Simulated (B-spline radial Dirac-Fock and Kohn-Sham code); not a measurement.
**Core and valence levels of Au⁵²⁺**

System: Au⁵²⁺ in the configuration [Ar] 3d9; nuclear rms radius 5.4371 fm (A = 197).

Model: Dirac-Fock ΔSCF + Breit + QED. Program: a B-spline atomic structure program. The model has no electron correlation. Energies are counted from the vacuum level.

All terms are in eV, carry their sign (relaxation lowers the binding energy) and add up to the binding energy; ⟨r⟩ is the mean radius of the orbital in the initial state.

```csv
subshell,−ε (Koopmans),relaxation,Breit,QED,binding energy,⟨r⟩ (bohr)
K,84275.7,-51.18,-284.07,-150.43,83790.0,0.017
L1,17425.3,-17.96,-33.61,-22.96,17350.8,0.070
L2,16818.6,-21.99,-54.98,-0.54,16741.0,0.058
L3,14967.8,-18.84,-32.58,-2.59,14913.8,0.066
M1,6232.2,-2.67,-7.37,-5.69,6216.4,0.179
M2,5968.6,-3.28,-11.96,-0.35,5953.0,0.169
M3,5530.4,-2.63,-6.89,-0.77,5520.1,0.183
"M4,5",5066.3,-3.71,-4.64,0.17,5058.1,0.163
```

For the deepest level, K (1s), the Breit terms make up -0.339 % of the binding energy, QED -0.180 % and orbital relaxation -0.061 %.

Spin-orbit splittings: 2p 1827.2 eV, 3p 432.9 eV.

Going to the tabulated ground configuration of the next ion removes an electron from M4,5 (3d), computed at 5058.1 eV. NIST lists 5013 ± 4 eV as the ionisation energy of this species (theoretical), -45.12 eV from the computed value. Where a p, d or f shell is open in either ion the computed value averages over both j values and all terms, while the table refers to the lowest levels; that difference holds spin-orbit splitting (largest in heavy or highly charged ions), term energies where several electrons share open shells, and correlation, and it can reach 10 % or more.
